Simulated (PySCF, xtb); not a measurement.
C3H5O, SMILES CC[C]=O, multiplicity 2. One conformer was computed; it need not be the lowest.

Harmonic wavenumbers (cm⁻¹) from GFN2-xTB in xtb at its own minimum, in rising order: 38, 207, 273, 487, 694, 883, 961, 1070, 1097, 1209, 1270, 1391, 1414, 1493, 1498, 1904, 2909, 2934, 3044, 3049, 3052.

What does PySCF 2.14.0 with r2SCAN-D4/def2-SVP give at its own minimum? (The exact figures need the calculation; the answer reports its results.)

60, 229, 308, 500, 708, 839, 980, 1028, 1096, 1241, 1290, 1389, 1406, 1469, 1476, 1942, 3010, 3047, 3072, 3145, 3150. Paired by order, the mean absolute difference is 38 cm⁻¹ and the zero-point energies are 44.1 and 44.9 kcal/mol.
